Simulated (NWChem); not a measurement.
System: C2H7GeN; SMILES [NH2][GeH2][CH]=C

```xyz
11

Ge     0.3646     0.4053    -0.0041
N     -0.9163     1.7559     0.1361
C     -0.3094    -1.3655    -0.4997
C     -0.2609    -2.4163     0.3261
H      1.3706     0.9136    -1.0673
H      1.0307     0.2765     1.3881
H     -1.6654     1.5078     0.7793
H     -1.3435     1.9733    -0.7619
H     -0.7497    -1.4974    -1.4896
H      0.1676    -2.3451     1.3250
H     -0.6399    -3.3991     0.0461
```
Atoms are numbered in this order, from 1.

Geometry: optimised at B3LYP/6-31G* (spherical d).

### Question
List the 6 lowest vertical singlet excitations from PBE/def2-SVP, TDA (NWChem).

### Answer
| state | energy (eV) | oscillator strength | leading excitation (squared amplitude) |
|---|---|---|---|
| S1 | 4.52 | 0.033 | HOMO → LUMO (0.96) |
| S2 | 6.33 | 0.006 | HOMO → LUMO+1 (0.80) |
| S3 | 6.52 | 0.055 | HOMO−2 → LUMO (0.65) |
| S4 | 6.66 | 0.039 | HOMO−3 → LUMO (0.82) |
| S5 | 6.90 | 0.002 | HOMO → LUMO+2 (0.90) |
| S6 | 7.06 | 0.035 | HOMO → LUMO+3 (0.88) |
